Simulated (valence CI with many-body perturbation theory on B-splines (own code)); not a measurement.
I30+ in three bases

Computed by valence CI with perturbative core correlation (CI+MBPT): five valence electrons over a frozen Dirac-Fock core [Ar], radial functions for each j: 7 s, 7 p, 8 d, 6 f, 4 g, 1 h, with the one-electron correlation potential Σ1 (screened to all orders), the two-electron term Σ2, the three-electron term Σ3, Breit, model QED; selected single and double excitations, second order for the rest, scaled by the run's own slope (own B-spline code, finite nucleus).

The last digits are not significant, and no measured levels were compared; by estimate large intervals hold to a few tenths of a per cent, small ones and those within an open d or f shell to about a per cent. Among the levels kept, up to 630 cm⁻¹ of a level comes from second order outside the variational space, and about a tenth of that is noise between levels of different J, which matters for small intervals. Only levels of the ground parity were solved; by the run's estimate the other parity begins above the list, which can be wrong where configurations are misplaced.

The reference run has the lowest level (3d3/2^4 3d5/2) J=5/2 [a] and an ionisation energy of 1811.26 eV. Its largest variational space holds 20285 state functions.

Levels are named by their leading jj configuration (3d3/2^4 stands for four electrons in 3d with j = 3/2), which in mixed levels can hold well under half, so a name can repeat and another be missing. Letters in brackets count levels of one name in rising energy.

Changed runs:
A. basis 6 s, 6 p, 5 d, 5 f, 1 g
B. basis 5 s, 5 p, 4 d, 4 f

Excitation energies of the reference run in cm⁻¹, and shifts in cm⁻¹:

| Level | Reference | A | B |
| --- | --- | --- | --- |
| (3d3/2^4 3d5/2) J=5/2 [b] | 89222 | +299 | +956 |
| (3d3/2^3 3d5/2^2) J=7/2 [a] | 142750 | +315 | +1214 |
| (3d3/2^3 3d5/2^2) J=3/2 [a] | 147420 | +313 | +1136 |
| (3d3/2^3 3d5/2^2) J=11/2 | 150469 | +317 | +1174 |
| (3d3/2^3 3d5/2^2) J=9/2 | 165775 | +287 | +1244 |
| (3d3/2^3 3d5/2^2) J=5/2 | 167586 | +246 | +1088 |
| (3d3/2^3 3d5/2^2) J=1/2 | 177850 | +316 | +1156 |
| (3d3/2^3 3d5/2^2) J=7/2 [b] | 207828 | +365 | +1608 |
| (3d3/2^2 3d5/2^3) J=5/2 [a] | 217089 | +380 | +1408 |
| (3d3/2^2 3d5/2^3) J=7/2 [a] | 239069 | +360 | +1513 |
| (3d3/2^2 3d5/2^3) J=11/2 | 242467 | +330 | +1292 |
| (3d3/2^3 3d5/2^2) J=3/2 [b] | 248078 | +473 | +1653 |
| Ionisation energy (eV) | 1811.26 | -0.08 | -0.11 |
